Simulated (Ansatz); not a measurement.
Hg10Te9F2, relaxed as a singlet with RKS PBE-D4/def2-SVP in Ansatz, starting from the GFN1-xTB geometry. Force threshold 0.03 eV/Å.

In the def2 sets Hg, Te take a core potential; there is no spin–orbit coupling. Single mean-field runs in def2-SVP are fitted with def2-universal-jkfit.

Start:

```xyz
21

F     1.232    5.604   -1.065
F     1.613   -0.999    4.945
Hg   -2.722    3.501   -1.594
Hg    1.964    4.119   -0.332
Hg   -0.578    0.520    1.078
Hg   -3.704   -0.071   -1.467
Hg    3.652    1.513    1.947
Hg    1.232   -2.443    3.894
Hg   -1.528   -3.449    1.566
Hg    0.431    0.289   -3.091
Hg    2.037   -2.132   -0.932
Hg   -1.388   -3.443   -2.835
Te   -5.144    2.354   -1.848
Te    3.969    4.166    1.506
Te   -0.126    2.377   -1.064
Te   -2.964   -0.919    1.174
Te    1.908   -0.755    1.661
Te   -0.847   -4.143    4.143
Te   -2.156   -0.934   -3.794
Te    2.968   -0.788   -3.172
Te    0.148   -4.368   -0.719
```

| step | energy (eV) | largest force component (eV/Å) | SCF passes |
| --- | --- | --- | --- |
| 1 | -112851.5269 | 6.910 | 38 |
| 2 | -112853.7841 | 1.182 | 30 |
| 3 | -112854.4745 | 0.788 | 28 |
| 4 | -112854.9049 | 0.687 | 27 |
| 5 | -112855.1579 | 0.547 | 27 |
| 6 | -112855.2973 | 0.366 | 29 |
| 7 | -112855.3424 | 0.128 | 24 |
| 8 | -112855.3900 | 0.127 | 23 |
| 9 | -112855.4433 | 0.119 | 23 |
| 10 | -112855.5035 | 0.103 | 24 |
| 11 | -112855.5700 | 0.123 | 24 |
| 14 | -112855.7786 | 0.170 | 24 |
| 17 | -112855.9842 | 0.167 | 24 |
| 20 | -112856.2733 | 0.125 | 23 |
| 23 | -112856.4456 | 0.080 | 23 |
| 26 | -112856.5527 | 0.085 | 23 |
| 29 | -112856.6067 | 0.044 | 23 |
| 32 | -112856.6156 | 0.037 | 22 |
| 35 | -112856.6226 | 0.032 | 23 |
| 38 | -112856.6329 | 0.081 | 23 |
| 41 | -112856.6395 | 0.085 | 23 |
| 44 | -112856.6879 | 0.112 | 23 |
| 47 | -112856.7274 | 0.028 | 22 |

Force components are those of the run's own axes.

End:

Cartesian coordinates in Å:
```
F -1.208 3.040 0.834
F 0.585 1.051 2.640
Hg -1.310 3.003 -1.905
Hg 0.781 3.334 1.456
Hg -0.090 0.165 0.013
Hg -3.392 1.486 0.096
Hg 3.116 0.887 1.617
Hg -0.255 -0.759 3.454
Hg -0.332 -3.964 1.921
Hg 0.234 -0.663 -3.985
Hg 2.801 -1.495 -1.754
Hg -1.478 -2.641 -1.656
Te -3.974 3.462 -1.671
Te 3.324 3.525 2.238
Te 1.197 1.940 -1.698
Te -2.409 -0.810 1.240
Te 2.413 -1.682 0.936
Te -0.334 -3.203 4.534
Te -2.375 -0.604 -3.225
Te 2.842 -1.303 -4.438
Te -0.135 -4.768 -0.647
```

Bonds lost: Hg4–Te15, Hg6–Te19, Hg8–Te17, Hg9–Te16, Hg10–Te15, Hg11–Te21 (atoms count from 1). Bonds formed: Hg8–Te16 (atoms count from 1).

The force fell under the threshold at step 31, but the optimiser went on and released 0.114 eV more. No frequencies were taken in this run, so the end may be a saddle point.

It took 3.7 min on 4 threads of AMD EPYC 7R13 on a shared host and a share (37 GiB) of an NVIDIA H100 80GB HBM3, peak host memory 1.4 GiB.
